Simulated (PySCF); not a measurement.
# Identify the compound

Molecular formula: C$_{6}$H$_{9}$OP. Simulated spectra:

¹H NMR (500 MHz, computed): δ 6.63 (m, 2H), 6.55 (m, 2H), 4.55 (m, 1H), 3.73 (s, 3H), 3.49 (m, 1H).

¹³C{¹H} NMR (computed): δ 142.5 (2C), 130.4 (2C), 83.1, 60.0.

A single conformation, equivalent nuclei averaged, no relativistic terms, isolated molecule. GFN2-xTB geometry; shieldings: GIAO PBE0/pcSseg-1; PySCF 2.14.0 with density-fitted response routines.

References, each an isolated molecule treated in the same way: ¹H, ¹³C vs TMS.

Question: What is the structure?

Answer: 
- 4 carbon signals for 6 carbons: some carbons are equivalent by symmetry or fast rotation.
- Carbon types of the structure: 5 × CH, 1 × CH3, leaving 1 H on heteroatoms.
- δC 142.5, 130.4: alkene CH; as expected for a trigonal carbon in a double bond.
- δC 83.1: allylic sp3 CH bonded to O; pulled downfield by the heteroatom.
- δC 60.0: methyl carbon bonded to O; deshielded by the electronegative neighbour.
- δH 6.63, 6.55: hydrogen on an alkene CH; olefinic region.
- δH 4.55: hydrogen on a phosphorus bonded to 2 C, in a 6-membered ring.
- δH 3.73: hydrogen on a methyl carbon bonded to O; its carbon carries O, which withdraws density.
- δH 3.49: hydrogen on an allylic sp3 CH bonded to O; its carbon carries O, an electronegative neighbour.

The compound is SMILES COC1C=CPC=C1.

This is the structure that produced the data.

Splittings by ³¹P in the carbon and heteronuclear signals aren't shown, as no couplings were computed. Shifts are as computed. Against solution values, carbons near 30 ppm lie about +3 ppm off and those near 130 ppm about +5 ppm. Of 1211 compounds with measured shifts, 218 miss one by over three times the rms of a fit or turn the order of signals round; such compounds aren't used in these exercises. Multiplicities follow the n + 1 count of equivalent neighbours, as no J values were calculated; m marks all less simple cases, F and P coupling included.
